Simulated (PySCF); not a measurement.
H8N2Si2 (calculated)

Calculation on a computer-drawn molecule: the log of a Hartree-Fock and frozen-core CCSD(T) single point meant for a local Hartree-Fock minimum, with one planted fault or none, to be diagnosed. Offsets are logged minus clean, where the clean run is the same molecule without the fault. The reference is restricted for singlets and unrestricted otherwise, and also for a bond in bohr or an excited solution. Adding or removing an electron swaps singlet and doublet. The excited solution moves the top pair (singlet) or top alpha electron (doublet) to the lowest empty orbital. Highest occupied and lowest empty are orbital energies over both spins, largest force is the largest gradient component, triples share is (T) over the correlation energy, the T1 limit is 0.02 restricted and 0.045 unrestricted, electrons count all cores, a negative frequency is imaginary (commonest isotopes), and the dipole is about the centre of nuclear charge. Program: PySCF 2.14.0.

```yaml
- formula: H8N2Si2
  logged_structure:
    atoms_angstrom:
      - ["N", -1.5801, 1.3902, 3.1429]
      - [Si, -0.5121, 0.2457, 2.3974]
      - [Si, -0.8668, 0.2228, 0.0552]
      - ["N", 0.0382, -0.9761, -0.8137]
      - [H, -1.4695, 1.5808, 4.1227]
      - [H, -2.5583, 1.3413, 2.9236]
      - [H, -0.6434, -1.1514, 2.912]
      - [H, 0.8775, 0.6628, 2.7176]
      - [H, -2.3113, -0.0193, -0.1977]
      - [H, -0.5001, 1.5441, -0.5094]
      - [H, -0.1217, -1.9434, -0.5978]
      - [H, 1.0231, -0.822, -0.9326]
  given:
    meant_charge: 0
    meant_multiplicity: 1
    meant_basis: "cc-pV(D+d)Z"
    logged_electrons: 50
    logged_basis_functions: 114
    logged_SCF_converged: "yes"
    logged_spin_squared: 2.0284
    "logged_highest_occupied [eV]": -3.6399
    "logged_lowest_empty [eV]": -1.2617
    "logged_largest_force [hartree/bohr]": 0.027989
    logged_T1_diagnostic: 0.030926
    logged_D1_diagnostic: 0.16803
    logged_triples_share: 0.031292
    logged_CC_converged: "yes"
    "logged_dipole_magnitude [debye]": 1.6604
    logged_SCF_stable_within_its_kind: "yes"
    "logged_energy_HF [hartree]": -691.27446
    "logged_energy_CCSD(T) [hartree]": -691.90875
    possible_faults: "no fault, one electron removed, one electron added, multiplicity raised by two, geometry at a saddle point, SCF held on an excited solution, minimal basis STO-3G, one bond length entered in bohr, all coordinates scaled"
    drawn_bonds_atom: [1, 2, 3, 1, 1, 2, 2, 3, 3, 4, 4]
    drawn_bonds_other_atom: [2, 3, 4, 5, 6, 7, 8, 9, 10, 11, 12]
    drawn_bonds_order: [1, 1, 1, 1, 1, 1, 1, 1, 1, 1, 1]
  results:
    planted_fault: "multiplicity raised by two"
    "HF_energy_offset_from_clean_run [kcal/mol]": 127.3
    "CCSD(T)_energy_offset_from_clean_run [kcal/mol]": 119.2
```
